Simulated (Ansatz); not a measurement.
A nudged elastic band was laid between two geometries of C₂H₆OSSi (11 atoms, charge 0, multiplicity 1).

Theory: RKS PBE-D4/def2-SVP in Ansatz.

```json
{"movable images": "9", "climbing image": "yes", "spring": "5.0 eV/Å²", "optimiser": "quadratic models (default)", "start path": "through a guess of the saddle point", "force threshold": "0.05 eV/Å", "iteration limit": "60", "end points": "relaxed"}
```

Image 0:

```xyz
11
Properties=species:S:1:pos:R:3
O -1.795 -0.404 1.175
C -0.787 0.182 1.544
Si 0.757 0.505 0.400
C 0.319 0.006 -1.371
S -0.181 -1.767 -1.424
H -0.741 0.589 2.607
H 1.916 -0.290 0.936
H 1.072 1.976 0.548
H -0.470 0.656 -1.803
H 1.207 0.097 -2.028
H -1.231 -1.606 -0.564
```

Image 10:

```xyz
11
Properties=species:S:1:pos:R:3
O -1.383 -0.786 1.320
C -0.656 0.097 1.755
Si 0.776 0.796 0.622
C 0.425 0.271 -1.094
S -0.100 -1.315 -1.294
H -0.813 0.470 2.820
H 2.029 0.251 1.278
H 0.840 2.299 0.714
H 0.180 1.006 -1.876
H 0.238 -1.702 -2.589
H -1.471 -1.445 -1.633
```

Question: What changes between the two ends?

Answer: Bonds broken: C4–H10. Bonds formed: S5–H10.

Question: Give the energies along the band, and the barrier.

Answer: The run converged. The highest image is number 7 of 0 to 10, 3.53 eV above the first end and 1.17 eV above the last; the last end lies 2.36 eV above the first. Neighbouring images differ by up to 1.5 eV, so the band resolves the path poorly. A vibrational analysis at the climbing image gives one clearly imaginary mode, 1305i cm⁻¹: a first-order saddle point. The orbitals stay closed-shell, which can raise the energy where a bond breaks towards radicals; this wasn't checked here.

```csv
image,path coordinate (Å),energy (eV),C4–H10 (Å),S5–H10 (Å)
0,0.00,0.00,1.11,2.40
1,0.43,0.01,1.11,2.40
2,0.85,0.05,1.11,2.39
3,1.28,0.13,1.11,2.36
4,1.71,0.35,1.11,2.25
5,2.14,1.07,1.12,2.00
6,2.56,2.53,1.28,1.68
7,2.99,3.53,1.68,1.43
8,3.36,3.02,2.00,1.36
9,3.72,2.46,2.30,1.37
10,4.09,2.36,2.48,1.39
```

Question: What is the geometry of the highest image?

Answer: 
```xyz
11
Properties=species:S:1:pos:R:3
O -1.462 -0.717 1.237
C -0.638 0.059 1.703
Si 0.769 0.775 0.559
C 0.449 0.111 -1.123
S -0.266 -1.525 -1.286
H -0.703 0.343 2.806
H 2.067 0.372 1.229
H 0.712 2.283 0.605
H 0.222 0.778 -1.969
H 0.600 -1.059 -2.320
H -1.686 -1.477 -1.421
```

The band took 14 iterations and of the order of 8 core-minutes.

Time of the run: 4.3 min on 2 threads of Arm Neoverse V1, on a shared host, peak memory 0.15 GiB.
